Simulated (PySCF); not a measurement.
# Exact mass, isotope pattern and composition

Species: `C=C[C@@H]1C[C@H](C)CCP1`.

All values are calculated from tables of isotopes.

(1) What are the average molar mass and the monoisotopic mass?

(2) What cluster does the molecular ion M+• show when like nominal masses merge?

(3) Protons, neutrons, electrons, and exact less nominal mass of the monoisotopic species?

(4) Give the mass fraction of each element.

(5) What resolving power m/Δm just matches the spacing of the species with one 13C and with one 2H?

(6) What share of all molecules is the monoisotopic species?

Answers

(1) For C8H15P, with standard atomic weights, 8 × 12.011 + 1 × 30.974 + 15 × 1.008 = 142.182 g/mol. From the most abundant isotopes (12C, 31P, 1H), 8 × 12.000000 + 1 × 30.973762 + 15 × 1.007825 = 142.0911 u.

(2) 
```csv
nominal mass,m/z (centroid),relative intensity
142,142.0906,100.0
143,143.0940,8.8
144,144.0974,0.3
```

Lines under 0.1 % of the tallest are left out. One electron mass, 0.00055 u, is taken off.

(3) 78 protons, 64 neutrons and 78 electrons; 142.0911 − 142 = +0.0911 u.

(4) C 67.58 %, P 21.78 %, H 10.63 %.

(5) They lie 0.00292 u apart at mass 143.09, so m/Δm is about 49000.

(6) 0.9893^8 × 1 × 0.999885^15 = 91.60 %.
